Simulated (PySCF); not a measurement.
PySCF input (M06-2X/def2-TZVPD):

```python
from pyscf import gto, scf, dft

mol = gto.M(
    atom='''
    Si   -1.02045013    0.20913649   -0.08488517
    F    -1.61315357   -0.38576751    1.26857891
    F    -1.48255093   -0.77152057   -1.25186748
    Br    1.20421835    0.21393377    0.02965684
    ''',
    basis='def2-tzvpd',
    charge=0,
    spin=1,
    verbose=4,
)

mf = dft.UKS(mol, xc='m062x').density_fit(auxbasis='def2-universal-jkfit')
mf.grids.level = 4
mf.conv_tol = 1e-9
mf.max_cycle = 100
mf.max_memory = 1500
mf.kernel()
if not mf.converged:
    mf = mf.newton()
    mf.kernel(mf.make_rdm1())
for _ in range(2):
    mo, _, stable, _ = mf.stability(return_status=True)
    if stable:
        break
    mf.kernel(mf.make_rdm1(mo, mf.mo_occ))
mf.analyze()
```

End of the output:

```
Extra cycle  E= -3063.52327679499  delta_E= -2.09e-11  |g|= 3.18e-06  |ddm|= 7.89e-06
converged SCF energy = -3063.52327679499  <S^2> = 0.75245931  2S+1 = 2.0024578
uhf_internal: lowest eigs of H = [0.29428741 0.31284444 0.42763503]
<class 'pyscf.df.df_jk.DFUKS'> wavefunction is stable in the internal stability analysis
**** SCF Summaries ****
Total Energy =                       -3063.523276794986486
Nuclear Repulsion Energy =             323.231046778278028
One-electron Energy =                -4906.635483163248864
Two-electron Energy =                 1519.881159589984463
Two-electron Coulomb Energy =         1653.180182960664524
DFT Exchange-Correlation Energy =     -133.299023370680118
HOMO-LUMO gap [eV] =                     5.014575540975140
**** MO energy ****
                             alpha | beta                alpha | beta
MO #1   energy= -485.396288461927  | -485.395577476139  occ= 1 | 1
MO #2   energy= -67.1391241901592  | -67.133638897079   occ= 1 | 1
MO #3   energy= -63.3810771598883  | -63.3807164240015  occ= 1 | 1
MO #4   energy= -57.200320963889   | -57.1991757726465  occ= 1 | 1
MO #5   energy= -57.1984601026333  | -57.1981768386299  occ= 1 | 1
MO #6   energy= -57.1983230949245  | -57.1980903282978  occ= 1 | 1
MO #7   energy= -25.2728812375821  | -25.2709698283715  occ= 1 | 1
MO #8   energy= -25.272869402106   | -25.2709564458133  occ= 1 | 1
MO #9   energy= -9.04714878914974  | -9.04620961498117  occ= 1 | 1
MO #10  energy= -6.8697738769514   | -6.86739543748231  occ= 1 | 1
MO #11  energy= -6.86345905334359  | -6.86278220786899  occ= 1 | 1
MO #12  energy= -6.86306707941087  | -6.86272505404401  occ= 1 | 1
MO #13  energy= -5.66636655351611  | -5.66085203757443  occ= 1 | 1
MO #14  energy= -3.9792396930452   | -3.97353694034773  occ= 1 | 1
MO #15  energy= -3.97558122111159  | -3.97338375399324  occ= 1 | 1
MO #16  energy= -3.97554749463707  | -3.96866378363667  occ= 1 | 1
MO #17  energy= -2.90292537120702  | -2.90176854294195  occ= 1 | 1
MO #18  energy= -2.9008913094834   | -2.89981962456392  occ= 1 | 1
MO #19  energy= -2.9006089683192   | -2.89971406777035  occ= 1 | 1
MO #20  energy= -2.89525113708852  | -2.89497684412521  occ= 1 | 1
MO #21  energy= -2.89524935149825  | -2.89497635549041  occ= 1 | 1
MO #22  energy= -1.3787152903119   | -1.3723944010656   occ= 1 | 1
MO #23  energy= -1.36034914626842  | -1.35422266305333  occ= 1 | 1
MO #24  energy= -0.890765496297128 | -0.881150170467187 occ= 1 | 1
MO #25  energy= -0.68683048422595  | -0.671721291987403 occ= 1 | 1
MO #26  energy= -0.622544474477576 | -0.611520284832807 occ= 1 | 1
MO #27  energy= -0.593204725989381 | -0.587925252025503 occ= 1 | 1
MO #28  energy= -0.589606023844122 | -0.578744217547937 occ= 1 | 1
MO #29  energy= -0.562368384240345 | -0.555303179260187 occ= 1 | 1
MO #30  energy= -0.546059137337722 | -0.544097376346971 occ= 1 | 1
MO #31  energy= -0.488900314171516 | -0.4661210421108   occ= 1 | 1
MO #32  energy= -0.395468956467138 | -0.387944697932893 occ= 1 | 1
MO #33  energy= -0.38873196469828  | -0.385821074514929 occ= 1 | 1
MO #34  energy= -0.314507928836044 | -0.130225675176142 occ= 1 | 0
MO #35  energy= 0.00977160584712812 | 0.00742131654543554 occ= 0 | 0
MO #36  energy= 0.0171038559363753 | 0.0163846255907105 occ= 0 | 0
MO #37  energy= 0.0195126196185808 | 0.0206068998190423 occ= 0 | 0
MO #38  energy= 0.0302562771029786 | 0.0275402385419732 occ= 0 | 0
MO #39  energy= 0.0419052307311121 | 0.0465977738672312 occ= 0 | 0
MO #40  energy= 0.0514648784878407 | 0.0477071239768796 occ= 0 | 0
MO #41  energy= 0.0604148631862344 | 0.0541249783782107 occ= 0 | 0
MO #42  energy= 0.079013180504213  | 0.0817897589954222 occ= 0 | 0
MO #43  energy= 0.0850053890321113 | 0.0886427883736321 occ= 0 | 0
MO #44  energy= 0.104561793668836  | 0.099354637629908  occ= 0 | 0
MO #45  energy= 0.105743460900723  | 0.107895572550782  occ= 0 | 0
MO #46  energy= 0.125291289227858  | 0.124775666956473  occ= 0 | 0
MO #47  energy= 0.140071910414909  | 0.136315225423034  occ= 0 | 0
MO #48  energy= 0.15183621395149   | 0.149007398227178  occ= 0 | 0
MO #49  energy= 0.165660681493297  | 0.153898920702075  occ= 0 | 0
MO #50  energy= 0.1657321338549    | 0.157715988528665  occ= 0 | 0
MO #51  energy= 0.182144864600348  | 0.171093139108908  occ= 0 | 0
MO #52  energy= 0.184211968620328  | 0.177985924607571  occ= 0 | 0
MO #53  energy= 0.198242190442228  | 0.191393457460134  occ= 0 | 0
MO #54  energy= 0.211433875073752  | 0.195674442822859  occ= 0 | 0
MO #55  energy= 0.213838314233955  | 0.207118432382242  occ= 0 | 0
MO #56  energy= 0.216234355029872  | 0.214262859232366  occ= 0 | 0
MO #57  energy= 0.232813793829817  | 0.227550158718915  occ= 0 | 0
MO #58  energy= 0.233788530576217  | 0.228719781178679  occ= 0 | 0
MO #59  energy= 0.281016770217894  | 0.281887582057404  occ= 0 | 0
MO #60  energy= 0.321115614402218  | 0.296529132352427  occ= 0 | 0
MO #61  energy= 0.322538268871355  | 0.317990638620999  occ= 0 | 0
MO #62  energy= 0.340927330195428  | 0.334148185979469  occ= 0 | 0
MO #63  energy= 0.353647159516181  | 0.35255953948482   occ= 0 | 0
MO #64  energy= 0.367532960106972  | 0.362317930918454  occ= 0 | 0
MO #65  energy= 0.375399598800463  | 0.37793539208674   occ= 0 | 0
MO #66  energy= 0.393031783870589  | 0.39621972040202   occ= 0 | 0
MO #67  energy= 0.429423002108059  | 0.420568223572717  occ= 0 | 0
MO #68  energy= 0.431319062790803  | 0.429276015875681  occ= 0 | 0
MO #69  energy= 0.470126312657369  | 0.472294462970566  occ= 0 | 0
MO #70  energy= 0.487285015474052  | 0.48402695726594   occ= 0 | 0
MO #71  energy= 0.488179985908304  | 0.488352822080175  occ= 0 | 0
MO #72  energy= 0.499077987012299  | 0.499554828436526  occ= 0 | 0
MO #73  energy= 0.512423318646469  | 0.508339280865791  occ= 0 | 0
MO #74  energy= 0.534746634499056  | 0.534480659230497  occ= 0 | 0
MO #75  energy= 0.559252105998412  | 0.558377644066723  occ= 0 | 0
MO #76  energy= 0.589578739253209  | 0.577692948193471  occ= 0 | 0
MO #77  energy= 0.6126739842908    | 0.589907964235197  occ= 0 | 0
MO #78  energy= 0.622115335673414  | 0.610226539534855  occ= 0 | 0
MO #79  energy= 0.637612677353537  | 0.625812317963902  occ= 0 | 0
MO #80  energy= 0.644922583930427  | 0.642493988388666  occ= 0 | 0
MO #81  energy= 0.650390874189608  | 0.647766854813138  occ= 0 | 0
MO #82  energy= 0.664153940174143  | 0.658359608476486  occ= 0 | 0
MO #83  energy= 0.684139406157516  | 0.67642386559559   occ= 0 | 0
MO #84  energy= 0.704399552487029  | 0.6992926326046    occ= 0 | 0
MO #85  energy= 0.709630128718039  | 0.701246222962852  occ= 0 | 0
MO #86  energy= 0.740814411490231  | 0.730242556657691  occ= 0 | 0
MO #87  energy= 0.764086890890639  | 0.751053110703773  occ= 0 | 0
MO #88  energy= 0.922856352018266  | 0.899657276908644  occ= 0 | 0
MO #89  energy= 0.928877868934753  | 0.906147636353832  occ= 0 | 0
MO #90  energy= 0.967991300266085  | 0.947440561722864  occ= 0 | 0
MO #91  energy= 0.98544268488251   | 0.986694139343813  occ= 0 | 0
MO #92  energy= 1.03619359518588   | 1.01160878661443   occ= 0 | 0
MO #93  energy= 1.04808839091853   | 1.03692270088756   occ= 0 | 0
MO #94  energy= 1.05640752982222   | 1.05647983139092   occ= 0 | 0
MO #95  energy= 1.08019539688724   | 1.06977642206225   occ= 0 | 0
MO #96  energy= 1.09097748065155   | 1.07553126047308   occ= 0 | 0
MO #97  energy= 1.09461099440866   | 1.07934463635659   occ= 0 | 0
MO #98  energy= 1.12144107979689   | 1.11677596334374   occ= 0 | 0
MO #99  energy= 1.12343364008591   | 1.1249497817159    occ= 0 | 0
MO #100 energy= 1.15207724669481   | 1.13186343598488   occ= 0 | 0
MO #101 energy= 1.17755976187268   | 1.17473900054723   occ= 0 | 0
MO #102 energy= 1.21198068993683   | 1.21494221095007   occ= 0 | 0
MO #103 energy= 1.27281977466328   | 1.26349918391256   occ= 0 | 0
MO #104 energy= 1.34019255760476   | 1.33128840064947   occ= 0 | 0
[...]
```

It need not be the lowest isomer of its formula.
